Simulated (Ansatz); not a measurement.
CH$_{8}$N$_{2}$SSi, SMILES `C[Si](N)(N)S`, relaxed with RKS PBE0-D4/def2-TZVP in Ansatz from a PBE-D4/def2-SVP geometry. The force threshold is 0.005 eV/Å; the program also tests the step.

The species carries charge 0 and has multiplicity 1.

Start:

```xyz
13

C    -0.959   -0.958   -0.809
Si    0.233    0.199    0.088
N    -0.623    0.767    1.494
N     1.730   -0.419    0.707
S     0.952    1.658   -1.379
H    -1.875   -0.424   -1.141
H    -1.271   -1.785   -0.139
H    -0.480   -1.397   -1.707
H    -0.164    1.485    2.063
H    -1.616    0.991    1.391
H     2.499   -0.642    0.074
H     1.724   -1.023    1.531
H    -0.150    1.547   -2.171
```

```csv
step,energy (eV),largest force (eV/Å),largest move (Å)
1,-22854.3617,0.621,0.000
2,-22854.4225,0.217,0.031
3,-22854.4310,0.076,0.022
4,-22854.4317,0.061,0.039
5,-22854.4330,0.040,0.019
6,-22854.4330,0.063,0.052
7,-22854.4340,0.028,0.040
8,-22854.4345,0.007,0.016
9,-22854.4345,0.006,0.011
10,-22854.4345,0.003,0.007
```

End:

```xyz
13

C    -0.955   -0.951   -0.802
Si    0.229    0.191    0.077
N    -0.606    0.778    1.452
N     1.696   -0.440    0.679
S     0.953    1.626   -1.366
H    -1.845   -0.420   -1.151
H    -1.280   -1.749   -0.128
H    -0.476   -1.409   -1.669
H    -0.165    1.469    2.039
H    -1.599    0.935    1.399
H     2.480   -0.628    0.078
H     1.715   -0.979    1.528
H    -0.146    1.575   -2.135
```

Run time 47 s (4 threads of a server CPU on a shared host); peak host memory 0.62 GiB.
